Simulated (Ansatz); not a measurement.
Breaking a bond: BrNa, singlet.

RKS-PBE = Ansatz (a program for electronic structure) with restricted PBE/cc-pVDZ; UKS-PBE = Ansatz with unrestricted PBE/cc-pVDZ; UKS-PBE0 = unrestricted PBE0/cc-pVDZ in Ansatz; FCI = full CI/cc-pVDZ, cores with 3d frozen (Ansatz).

Energies relative to the lowest point of each curve between 2.08 and 3.06 Å, where full CI is lowest, in kcal/mol; the last columns give the error against full CI:

| R / Å | RKS-PBE | UKS-PBE | UKS-PBE0 | FCI | RKS-PBE − FCI | UKS-PBE − FCI | UKS-PBE0 − FCI |
|---|---|---|---|---|---|---|---|
| 2.08 | 22.4 | 22.4 | 22.2 | 26.4 | -4.0 | -4.0 | -4.1 |
| 2.22 | 8.5 | 8.5 | 8.3 | 10.7 | -2.2 | -2.2 | -2.4 |
| 2.37 | 1.6 | 1.6 | 1.5 | 2.6 | -1.0 | -1.0 | -1.1 |
| 2.47 | 0.0 | 0.0 | 0.0 | 0.4 | -0.4 | -0.4 | -0.4 |
| 2.59 | 0.0 | 0.0 | 0.2 | 0.0 | 0.0 | 0.0 | 0.2 |
| 2.72 | 1.7 | 1.7 | 2.0 | 1.4 | 0.3 | 0.3 | 0.6 |
| 2.79 | 3.1 | 3.1 | 3.4 | 2.6 | 0.4 | 0.4 | 0.8 |
| 2.89 | 5.4 | 5.4 | 5.9 | 4.9 | 0.5 | 0.5 | 1.0 |
| 2.98 | 7.8 | 7.8 | 8.4 | 7.3 | 0.5 | 0.5 | 1.1 |
| 3.06 | 10.1 | 10.1 | 10.8 | 9.6 | 0.5 | 0.5 | 1.2 |
| 3.24 | 15.4 | 15.4 | 16.4 | 15.2 | 0.2 | 0.2 | 1.2 |
| 3.37 | 19.3 | 19.3 | 20.5 | 19.4 | -0.1 | -0.1 | 1.1 |
| 3.60 | 26.0 | 26.0 | 27.6 | 26.8 | -0.8 | -0.8 | 0.8 |
| 3.85 | 32.6 | 32.6 | 34.7 | 34.4 | -1.8 | -1.8 | 0.3 |
| 4.21 | 40.8 | 40.8 | 43.8 | 44.5 | -3.7 | -3.7 | -0.7 |
| 4.57 | 47.3 | 47.1 | 51.0 | 53.2 | -5.8 | -6.0 | -2.2 |
| 5.09 | 54.4 | 53.3 | 58.2 | 63.5 | -9.1 | -10.2 | -5.3 |
| 5.65 | 59.6 | 57.4 | 63.0 | 71.9 | -12.3 | -14.5 | -8.9 |
| 6.35 | 63.7 | 60.4 | 66.6 | 78.1 | -14.5 | -17.7 | -11.5 |
| 7.11 | 66.4 | 62.3 | 69.0 | 79.6 | -13.2 | -17.2 | -10.6 |
| 8.34 | 68.8 | 64.1 | 71.2 | 79.7 | -10.9 | -15.6 | -8.6 |
| 9.80 | 70.4 | 65.3 | 72.5 | 79.8 | -9.4 | -14.5 | -7.2 |

RKS-PBE is furthest from FCI at 6.35 (-14.5 kcal/mol, below); its mean absolute error over the points is 4.2 kcal/mol.

UKS-PBE is furthest from FCI at 6.35 (-17.7 kcal/mol, below); its mean absolute error over the points is 5.1 kcal/mol.

UKS-PBE0 is furthest from FCI at 6.35 (-11.5 kcal/mol, below); its mean absolute error over the points is 3.2 kcal/mol.

The restricted form behind RKS-PBE keeps the bonding electrons paired and can't separate into open-shell fragments. The unrestricted determinant behind UKS-PBE, UKS-PBE0 is spin-contaminated at 4.57 to 9.80 Å (<S²> up to 0.6, against 0.00 for a pure singlet).
